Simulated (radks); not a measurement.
Results of a calculation; reference values are marked as such.
Valence configurations of neutral vanadium (all share [Ar]). Level of theory: non-relativistic Kohn-Sham, PBE, spin-polarised, spherical densities, point nucleus; open shells are filled with parallel spins first (a radial shooting solver on a logarithmic mesh with Libxc functionals). Energies are relative to 3d3 4s2; eigenvalues in eV for spin up.

valence          E (eV)  moment (Bohr magnetons)    e(3d)   e(4p)   e(4s)
3d4 4s1          -1.285                        5   -3.166       -  -4.227
3d3.5 4s1.5      -0.774                        4   -4.535       -  -4.577
3d3 4s2           0.000                        3   -6.196       -  -4.913
3d5               0.368                        5   -1.519       -       -
3d3 4s1.5 4p0.5   1.173                        4   -6.855  -2.097  -5.522
3d4 4p1           1.735                        5   -4.362  -1.926       -
3d3 4s1 4p1       2.039                        5   -7.396  -2.449  -5.999
3d2.5 4s2 4p0.5   2.780                        3   -8.831  -2.274  -5.913
3d2 4s2 4p1       6.592                        3  -11.639  -2.917  -6.875
3d1 4s2 4p2      17.678                        3  -17.677  -4.130  -8.710

NIST lists [Ar] 3d3 4s2 as the ground configuration; this level of theory puts 3d4 4s1 lower, by 1.285 eV. The energies are those of spherical high-spin densities, not of single terms.
